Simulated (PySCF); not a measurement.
Compound: C5H8O2.
Z-matrix (Å and degrees, GFN2-xTB geometry), rows numbered from 1:
```
C 
C   1  1.3228
O   2  1.3564  1  128.77
C   3  1.4072  2  117.40  1     0.10
C   4  1.5240  3  111.30  2   178.85
C   5  1.4974  4  115.33  3    -1.39
O   5  1.2038  4  120.45  3   178.68
H   1  1.0747  2  123.67  3     0.11
H   1  1.0733  2  119.80  3  -179.92
H   2  1.0816  1  122.05  3   179.96
H   4  1.0998  3  110.96  2   -60.53
H   4  1.0999  3  110.87  2    58.69
H   6  1.0876  5  109.36  4   -56.85
H   6  1.0862  5  110.31  4  -178.55
H   6  1.0879  5  109.07  4    60.17
```

The closed-shell SCF was solved with PySCF and density fitting under several settings on one GFN2-xTB geometry (grid level 2 and gas phase unless stated).

```
      settings  basis functions  SCF cycles     E (Eh)  HOMO (eV)  LUMO (eV)  dipole (D)
 PBE0/pcSseg-1              159          14  -345.3217      -7.14      -0.54        2.33
PBE0/def2-SVPD              210          14  -345.1266      -7.20      -0.70        2.47
```

Task: Estimate the row for these settings: KT3/cc-pVDZ, IEF-PCM dichloromethane.

Result: 
| settings | basis functions | SCF cycles | E (Eh) | HOMO (eV) | LUMO (eV) | dipole (D) |
| --- | --- | --- | --- | --- | --- | --- |
| KT3/cc-pVDZ, IEF-PCM dichloromethane | 138 | 17 | -350.9391 | -5.60 | -1.38 | 2.32 |

Task: Over all rows, what range does the HOMO–LUMO gap span?

Result: From 4.22 eV (KT3/cc-pVDZ, IEF-PCM dichloromethane) to 6.60 eV (PBE0/pcSseg-1). The functional of the narrowest has no exact exchange, that of the widest 25 % exact exchange.

Task: And the dipole moment?

Result: From 2.32 D (KT3/cc-pVDZ, IEF-PCM dichloromethane) to 2.47 D (PBE0/def2-SVPD); the largest is 1.06 times the smallest, and the median is 2.33 D.

Task: Compare two rows with the functional PBE0: PBE0/pcSseg-1 and PBE0/def2-SVPD. Which energy is lower, and by how much?

Result: PBE0/pcSseg-1 (159 functions) lies 0.1951 Eh or 122 kcal/mol below PBE0/def2-SVPD (210 functions). The smaller set gives the lower energy; the two sets aren't nested, so the variational bound doesn't order them by size.

Cycle counts include a coarse-grid stage where the run had one. KT3 was designed for NMR shieldings or shifts; total energies of different functionals aren't comparable. The species at its GFN2-xTB geometry (one conformer only).
